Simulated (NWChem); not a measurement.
tetraarsenic (As4); SMILES [As]12[As]3[As]1[As]32

Computed with NWChem. Each level has its own optimisation; frequencies are unscaled.

For level Hartree-Fock/STO-3G:

```
Quantity                           Value
---------------------------------  -----
r As–As (Å)                        2.363
highest harmonic frequency (cm⁻¹)    478
lowest (cm⁻¹)                        286
```

**Question.** How do the values read with level LDA (Slater exchange, VWN5)/def2-SVP instead?

**Answer.** The r As–As (Å) is 2.429, the highest harmonic frequency (cm⁻¹) is 362 and the lowest (cm⁻¹) comes out as 213.
